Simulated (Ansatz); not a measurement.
## Counterpoise correction, worked out

The pair of H2O (SMILES O, atoms 1–3) and CH3I (SMILES CI, atoms 4–8), both closed shells, in one local arrangement (a lower one may exist), relaxed at PBE0-D4/def2-TZVP:

O1  (0.314, -0.256, -2.030)
H2  (0.393, 0.509, -2.604)
H3  (-0.592, -0.228, -1.703)
C4  (0.205, -0.036, 1.320)
I5  (-1.856, 0.248, 0.845)
H6  (0.527, 0.830, 1.890)
H7  (0.277, -0.946, 1.908)
H8  (0.732, -0.121, 0.374)
(Å)

Program: Ansatz 0.2.0. Basis: def2-TZVPPD. Cores are frozen in the correlated methods. Filled d shells of the heavier atoms are correlated. Core potentials replace the inner electrons of the atoms past krypton. The def2 sets are not built for correlating such inner shells, so the correlated values are less sure here.

CCSD(T) total energies in eV:

| system | geometry | basis functions | energy |
| --- | --- | --- | --- |
| pair | pair | all | -11247.15450 |
| H2O | as in the pair | all (partner as ghosts) | -2077.34393 |
| CH3I | as in the pair | all (partner as ghosts) | -9169.68685 |
| H2O | as in the pair | its own | -2077.33539 |
| CH3I | as in the pair | its own | -9169.66282 |
| H2O | free (PBE0-D4 minimum) | its own | -2077.33568 |
| CH3I | free (PBE0-D4 minimum) | its own | -9169.66399 |

**Question.** Work out the interaction energy with and without the counterpoise correction, the superposition error, and the binding energy from the relaxed fragments.

**Answer.** Without correction: -11247.15450 − (-2077.33539) − (-9169.66282) = -0.15629 eV.
With correction (each fragment in the whole basis): -11247.15450 − (-2077.34393) − (-9169.68685) = -0.12372 eV = -2.85 kcal/mol.
The superposition error is the difference, 0.03257 eV, 21 % of the uncorrected value: each fragment borrows its partner's functions.
Deformation from the free shapes: 0.00029 eV for H2O and 0.00117 eV for CH3I.
Binding energy from relaxed fragments: -0.12372 + 0.00029 + 0.00117 = -0.12226 eV = -2.82 kcal/mol (electronic, without zero-point energy; negative means bound). For comparison, the corrected interaction energy by CCSD(T) at an estimated basis limit (MP2 extrapolated from triple and quadruple zeta, plus CCSD(T) − MP2 in triple zeta) is -0.145 eV; triple zeta with the correction binds less.

No T1 diagnostic of these runs exceeds 0.011.

For scale, one of the runs: CCSD(T)/def2-TZVPPD, 221 basis functions, launched by `ansatz run in.yaml --threads 4 --pin off --events-out ev --progress --plain --max-ram 9574MiB`. Time: 90 s of wall clock on 4 CPU threads of an Arm Neoverse V2; the host was shared. Peak host memory: 3.9 GiB.
